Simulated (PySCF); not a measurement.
Si(H)(Cl) cation (ClHSi), SMILES Cl[SiH] (connectivity only; charge and spin as stated), charge +1, multiplicity 2. Atoms are numbered in the order given.

```xyz
3

Si    -0.1174     1.0176     0.0000
H      1.1883     1.7691     0.0000
Cl     0.0268    -0.9421     0.0000
```
Charge +1, spin multiplicity 2.

Geometry: B3LYP-D3(BJ)/def2-TZVP. The spin state was assumed, not searched. The isomer is the one that the SMILES or the coordinates give; other isomers of the formula were not compared.

Computed with PySCF with r2SCAN/def2-TZVPD.

Mulliken values depend strongly on the basis, most of all with diffuse functions as here. ESP charges are fitted to the potential on shells at 1.4 to 2.0 van der Waals radii. Atomic charges (e):

```tsv
atom	meta-Löwdin	ESP fit	Mulliken spin
Si1	0.91	0.75	0.68
H2	0.04	0.08	0.21
Cl3	0.05	0.17	0.12
```
